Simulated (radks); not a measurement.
Initial-state core-level shifts of the hafnium ion Hf2+ when its valence configuration changes from [Xe] 4f14 5d2. Calculated with a radial shooting solver on a logarithmic mesh with Libxc functionals: Dirac Kohn-Sham, PBE, spin-unpolarised, spherical densities, point nucleus; open shells fill j = l - 1/2 first. Shifts are changes of the shell-averaged eigenvalues in eV (positive: less bound).

| valence | 3s | 4s | 4p | 4d |
|---|---|---|---|---|
| 4f14 5d1 6p1 | -4.026 | -4.039 | -4.048 | -4.065 |
| 4f14 5d1 6s1 | -2.867 | -2.875 | -2.884 | -2.900 |
| 4f12 5d1 6p3 | -35.245 | -33.713 | -33.207 | -32.499 |
| 4f13 5d2 6p1 | -14.315 | -13.719 | -13.491 | -13.165 |
| 4f13 5d2 6s1 | -13.180 | -12.580 | -12.353 | -12.028 |
| 4f14 6s2 | -5.986 | -5.997 | -6.016 | -6.051 |
| 4f13 5d1 6p2 | -18.740 | -18.137 | -17.916 | -17.603 |
| 4f12 5d2 6s2 | -27.903 | -26.402 | -25.894 | -25.182 |
| 4f13.5 5d2.5 | -4.926 | -4.660 | -4.549 | -4.388 |
